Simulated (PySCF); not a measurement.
**Fractional electron number in Cr⁺ (chromium, charge +1)**

The 3d alpha orbital of [Ar] 3d5 is emptied in steps (occupation f), with all orbitals relaxed, ending at [Ar] 3d4. Calculation: PySCF 2.14, in def2-TZVP (6s4p4d1f, 45 functions); no relativity, point nucleus. The exact energy is a straight line in f; departures are measured from the line between the end points of the same method.

```tsv
f	LDA (eV)	PBE (eV)
1	0.000	0.000
0.9	-0.583	-0.569
0.7	-1.384	-1.349
0.5	-1.675	-1.630
0.3	-1.429	-1.388
0.1	-0.621	-0.602
0	0.000	0.000
```

Q: For LDA, how does the orbital energy at f = 1 compare with the removal energy?

A: −ε = 11.187 eV against a total-energy difference of 17.606 eV. By Janak's theorem ε = ∂E/∂f, so the gap between them reflects the curvature. Along the path −ε is 12.372 (f = 0.9), 14.853 (f = 0.7), 17.472 (f = 0.5), 20.220 (f = 0.3), 23.085 (f = 0.1) eV.

```tsv
method	E(f=0) − E(f=1) (eV)	−ε at f=1 (eV)	−ε at f=0.5 (eV)
LDA	17.606	11.187	17.472
PBE	17.243	10.976	17.126
```

Reference removal energy between the ground levels: 16.486 eV (measured; NIST Atomic Spectra Database, ionization energies). The calculation has no spin-orbit coupling. The determinant left behind need not be the lowest term of the ion.
